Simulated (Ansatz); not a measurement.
C7H8S (`CSc1ccccc1`). The species carries charge 0 and has multiplicity 1.

```xyz
16

C     0.316   -2.387    1.657
S    -0.687   -0.927    1.913
C    -0.347    0.051    0.498
C    -1.004    1.281    0.420
C    -0.796    2.117   -0.661
C     0.069    1.746   -1.683
C     0.721    0.528   -1.606
C     0.519   -0.320   -0.526
H     0.132   -3.025    2.522
H     1.379   -2.144    1.620
H     0.021   -2.925    0.755
H    -1.681    1.578    1.213
H    -1.315    3.068   -0.705
H     0.231    2.403   -2.529
H     1.399    0.223   -2.396
H     1.042   -1.266   -0.492
```

Q: Give the diagnostics of a CCSD(T)/def2-TZVPP run (frozen core, Ansatz 0.2.0). (Best estimate.)

A: Ansatz gave: T1 = 0.0109, largest single amplitude 0.017, largest double 0.062, (T) share of the correlation energy 5.0 %, 10 CCSD cycles. The RHF solution is unstable towards an unrestricted one. T1 lies under the customary mark of 0.02 for closed shells.
